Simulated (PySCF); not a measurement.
Correlation energy of Be (beryllium, neutral)

[He] 2p2, high-spin 3P determinant (an excited configuration). Computed with PySCF 2.14 in x2c-QZVPPall, with the spin-free X2C one-electron Hamiltonian (Gaussian nucleus). Frozen: nothing; 4 electrons correlated.

```json
{"level": "CCSD", "correlation energy (mhartree)": "-33.62"}
{"level": "(T)", "correlation energy (mhartree)": "-0.08"}
{"level": "CCSD(T)", "correlation energy (mhartree)": "-33.70"}
{"level": "CCSDT", "correlation energy (mhartree)": "-33.71"}
```

Diagnostics: T1 = 0.0035, D1 = 0.0067, largest double amplitude 0.062.

Question: Is a single reference adequate?

Answer: Yes: T1 lies below 0.03 and no double amplitude reaches 0.07.

This basis was not built for core-valence correlation, so the inner-shell part is incomplete.
